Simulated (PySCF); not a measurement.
Species: C5H8F2S.
Structure used (GFN2-xTB), in Å, numbered top down from 1:
```
atom  x, y, z in Å
F1     1.1567   -0.3855    1.8598
C2     1.8243    0.1199    0.7990
F3     2.7950   -0.7872    0.5116
C4     0.9302    0.3230   -0.4215
C5    -0.0344   -0.8359   -0.6649
C6    -1.3089   -0.5365    0.1191
C7    -1.6697    0.9063   -0.1874
S8    -0.0909    1.8295   -0.1991
H9     2.3141    1.0511    1.1201
H10    1.6000    0.4878   -1.2686
H11   -0.2613   -0.8949   -1.7308
H12    0.4212   -1.7761   -0.3525
H13   -1.1267   -0.6543    1.1873
H14   -2.1179   -1.2069   -0.1718
H15   -2.1228    1.0124   -1.1734
H16   -2.3166    1.3562    0.5616
```

NICS = −σ at a ghost point: NICS(0) at the centroid of the ring atoms, NICS(1) 1 Å to either side along the normal of their mean plane, zz for the tensor component along that normal. Level: GIAO PBE0/pcSseg-1 (PySCF, non-relativistic, gas phase) on the GFN2-xTB geometry, one conformer.

Ring bond lengths (Å), with Mayer bond orders in brackets: C4–C5 1.527 (0.99), C5–C6 1.526 (1.01), C6–C7 1.518 (1.02), C7–S8 1.829 (0.99), S8–C4 1.833 (1.01).

Problem. What do the NICS probes read (ppm)?

Solution. 
| ring | type | NICS(0) | NICS(1), two faces | NICS(1)zz, two faces | rms pucker (Å) | centre to ring atoms, mean (Å) |
| --- | --- | --- | --- | --- | --- | --- |
| C4–C5–C6–C7–S8 | 5-membered ring with S; formal bonds all single | -9.4 | -5.1 / -4.5 | -6.0 / -5.9 | 0.19 | 1.37 |

Problem. What can be read from them?

Solution. 
- C4–C5–C6–C7–S8: mean NICS(1)zz -6.0 ppm, shielded. C4, C5, C6, C7 have four or more neighbours; no verdict on aromaticity is drawn.

Problem. List the ring angles and the Hirshfeld charges of the ring atoms.

Solution. 
- C4–C5–C6–C7–S8: C4 106.9° (-0.048 e), C5 107.3° (-0.073 e), C6 106.3° (-0.074 e), C7 106.0° (-0.070 e), S8 93.8° (-0.018 e); sum 520.3° against 540° for a flat convex ring.

The run took 44 s on an Arm Neoverse N1 with one thread, on a shared host, and the process peaked at 0.83 GiB of memory. This is the whole shielding run at PBE0/pcSseg-1, SCF included.
